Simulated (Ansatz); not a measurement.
The cluster Cs₃H₄⁻. Total charge -1; triplet. Geometry r2SCAN-D4/def2-TZVP, that of the neutral doublet.

```xyz
7

Cs   -2.3889    0.5447    1.2947
Cs   -1.0122   -0.8218   -2.6815
Cs    0.9805   -1.7288    0.7756
H     2.5551    1.5763    0.8021
H    -0.1748    0.7424   -0.4647
H     1.8993    1.4907    0.4441
H    -1.8590   -1.8035   -0.1703
```

In the def2 sets Cs takes a core potential; there is no spin–orbit coupling. At PBE-D4/def2-TZVPD, r2SCAN-D4/def2-TZVPD, PBE0-D4/def2-TZVPD the highest occupied level of the charge -1 triplet lies above zero (up to 0.51 eV). By energy differences its removal costs 0.45 eV (vertical, to the charge 0 doublet, at r2SCAN-D4/def2-TZVPD); a positive level beside a positive removal energy at the same level points to self-interaction error. At PBE-D4/def2-TZVPD, r2SCAN-D4/def2-TZVPD the gap within one spin of the charge -1 triplet nearly closes, so an electron or hole may be smeared out by delocalisation error. The structure comes from a short search, and lower isomers may exist.

Q: Estimate the α-spin orbital energies around the gap (eV) in Ansatz with PBE-D4/def2-TZVPD, r2SCAN-D4/def2-TZVPD, PBE0-D4/def2-TZVPD.

A: 
```json
{"orbital": "HOMO−5", "PBE-D4/def2-TZVPD": "-9.90", "r2SCAN-D4/def2-TZVPD": "-10.36", "PBE0-D4/def2-TZVPD": "-11.35"}
{"orbital": "HOMO−4", "PBE-D4/def2-TZVPD": "-7.66", "r2SCAN-D4/def2-TZVPD": "-8.12", "PBE0-D4/def2-TZVPD": "-9.31"}
{"orbital": "HOMO−3", "PBE-D4/def2-TZVPD": "-1.72", "r2SCAN-D4/def2-TZVPD": "-1.84", "PBE0-D4/def2-TZVPD": "-2.76"}
{"orbital": "HOMO−2", "PBE-D4/def2-TZVPD": "-1.32", "r2SCAN-D4/def2-TZVPD": "-1.47", "PBE0-D4/def2-TZVPD": "-2.34"}
{"orbital": "HOMO−1", "PBE-D4/def2-TZVPD": "0.36", "r2SCAN-D4/def2-TZVPD": "0.36", "PBE0-D4/def2-TZVPD": "0.04"}
{"orbital": "HOMO", "PBE-D4/def2-TZVPD": "0.50", "r2SCAN-D4/def2-TZVPD": "0.51", "PBE0-D4/def2-TZVPD": "0.23"}
{"orbital": "LUMO", "PBE-D4/def2-TZVPD": "0.62", "r2SCAN-D4/def2-TZVPD": "0.65", "PBE0-D4/def2-TZVPD": "0.85"}
{"orbital": "LUMO+1", "PBE-D4/def2-TZVPD": "1.04", "r2SCAN-D4/def2-TZVPD": "1.06", "PBE0-D4/def2-TZVPD": "1.29"}
{"orbital": "LUMO+2", "PBE-D4/def2-TZVPD": "1.19", "r2SCAN-D4/def2-TZVPD": "1.21", "PBE0-D4/def2-TZVPD": "1.47"}
{"orbital": "LUMO+3", "PBE-D4/def2-TZVPD": "1.31", "r2SCAN-D4/def2-TZVPD": "1.33", "PBE0-D4/def2-TZVPD": "1.57"}
{"orbital": "LUMO+4", "PBE-D4/def2-TZVPD": "1.34", "r2SCAN-D4/def2-TZVPD": "1.41", "PBE0-D4/def2-TZVPD": "1.69"}
{"orbital": "LUMO+5", "PBE-D4/def2-TZVPD": "1.45", "r2SCAN-D4/def2-TZVPD": "1.46", "PBE0-D4/def2-TZVPD": "1.72"}
{"orbital": "β HOMO", "PBE-D4/def2-TZVPD": "-1.26", "r2SCAN-D4/def2-TZVPD": "-1.42", "PBE0-D4/def2-TZVPD": "-2.27"}
{"orbital": "β LUMO", "PBE-D4/def2-TZVPD": "0.84", "r2SCAN-D4/def2-TZVPD": "0.72", "PBE0-D4/def2-TZVPD": "1.27"}
```
